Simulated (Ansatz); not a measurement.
Consider the formal exchange of groups at a B–Al bond: `C[BH][AlH][F]` + `OCF` → `CBC(O)F` + `[F][AlH2]`.

Computed with Ansatz on PBE0-D4/def2-TZVP structures; ΔE is electronic, products minus reactants. CCSD(T)/CBS is the MP2 limit (def2-TZVPP, def2-QZVPP) plus CCSD(T) − MP2 in def2-TZVPP, frozen cores. This one scheme is used for every species. Functionals use def2-TZVPP. Each species was taken in one conformer, which may not be the lowest.

`C[BH][AlH][F]`:

```xyz
9

C     1.007   -0.400   -0.969
B     0.399   -0.248    0.454
Al   -1.394    0.796    0.942
F    -2.832   -0.016    0.766
H     0.588   -1.372   -1.290
H     0.704    0.324   -1.726
H     2.092   -0.535   -0.991
H     0.971   -0.836    1.337
H    -1.535    2.286    1.478
```

`OCF`:

Cartesian coordinates in Å:
```
O 0.842 0.247 -0.633
C -0.147 0.087 0.301
F -0.256 -1.234 0.689
H 0.562 -0.148 -1.464
H -1.136 0.379 -0.071
H 0.135 0.670 1.178
```

`CBC(O)F`:

```xyz
11

C    -0.940    1.053    0.918
B    -0.382   -0.316    0.459
C     0.716   -0.435   -0.687
O     0.498   -1.551   -1.458
F     1.924   -0.565    0.034
H    -0.237    1.385    1.701
H    -0.936    1.834    0.155
H    -1.917    1.002    1.402
H    -0.666   -1.338    1.012
H     0.864    0.460   -1.307
H     1.075   -1.531   -2.228
```

`[F][AlH2]`:

Cartesian coordinates in Å:
```
F 0.947 1.246 0.307
Al -0.032 -0.043 -0.010
H -1.155 -0.365 1.048
H 0.240 -0.837 -1.344
```

| level | ΔE (kcal/mol) |
| --- | --- |
| r2SCAN | -5.2 |
| MP2/def2-QZVPP | -5.6 |

Problem. What does CCSD(T)/CBS give? (Best estimate.)

Solution. The calculation gave: -4.7 kcal/mol. The listed levels differ from it by -0.5, -0.9 kcal/mol.

Largest T1 diagnostic among the species: 0.012.
